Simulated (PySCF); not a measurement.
**Electron correlation in As⁺ (arsenic, charge +1)**

[Ar] 3d10 4s1 4p2 5s1, high-spin 5P determinant (an excited configuration). Computed with PySCF 2.14 in aug-cc-pwCVTZ-PP with ECP10MDF, with scalar relativity through the core potential. Frozen: 3s2 3p6 3d10; 4 electrons correlated.

| level | correlation energy (mhartree) |
| --- | --- |
| CCSD | -23.02 |
| (T) | -0.34 |
| CCSD(T) | -23.36 |

Diagnostics: T1 = 0.013, D1 = 0.0367, largest double amplitude 0.037.

The outer electron is Rydberg-like, and this basis confines it to a smaller radius and binds it less than a complete one would.

Cost of the coupled-cluster step: of the order of 25 core-seconds, for 4 correlated electrons.

Iterations:

```
CC2 = 0
CCSD nocc = (np.int64(4), np.int64(0)), nmo = (87, 87)
frozen orbitals [[0, 1, 2, 3, 4, 5, 6, 7, 8], [0, 1, 2, 3, 4, 5, 6, 7, 8]]
max_cycle = 100
direct = 0
conv_tol = 1e-08
conv_tol_normt = 1e-06
diis_space = 8
diis_start_cycle = 0
Init t2, MP2 energy = -0.0165060290129683
Init E_corr(UCCSD) = -0.0165060290149062
cycle = 1  E_corr(UCCSD) = -0.0208072054242715  dE = -0.00430117641  norm(t1,t2) = 0.0313718
cycle = 2  E_corr(UCCSD) = -0.022126752981907  dE = -0.00131954756  norm(t1,t2) = 0.013273
cycle = 3  E_corr(UCCSD) = -0.022909815379249  dE = -0.000783062397  norm(t1,t2) = 0.00709843
cycle = 4  E_corr(UCCSD) = -0.0228723993455948  dE = 3.74160337e-05  norm(t1,t2) = 0.00409355
cycle = 5  E_corr(UCCSD) = -0.0229822862141347  dE = -0.000109886869  norm(t1,t2) = 0.0031058
cycle = 6  E_corr(UCCSD) = -0.0229956121370342  dE = -1.33259229e-05  norm(t1,t2) = 0.00187708
cycle = 7  E_corr(UCCSD) = -0.0230339678541219  dE = -3.83557171e-05  norm(t1,t2) = 0.00103812
cycle = 8  E_corr(UCCSD) = -0.0230159913034631  dE = 1.79765507e-05  norm(t1,t2) = 0.000267789
cycle = 9  E_corr(UCCSD) = -0.0230238829899154  dE = -7.89168645e-06  norm(t1,t2) = 9.59544e-05
cycle = 10  E_corr(UCCSD) = -0.0230211717272219  dE = 2.71126269e-06  norm(t1,t2) = 2.85612e-05
cycle = 11  E_corr(UCCSD) = -0.0230212212311723  dE = -4.95039504e-08  norm(t1,t2) = 2.98297e-06
cycle = 12  E_corr(UCCSD) = -0.0230212519195852  dE = -3.06884129e-08  norm(t1,t2) = 7.75463e-07
cycle = 13  E_corr(UCCSD) = -0.0230212520409275  dE = -1.21342263e-10  norm(t1,t2) = 8.75017e-08
UCCSD converged
E(UCCSD) = -330.3072727723857  E_corr = -0.02302125204092748
UCCSD(T) correction = -0.000338689276255974
```
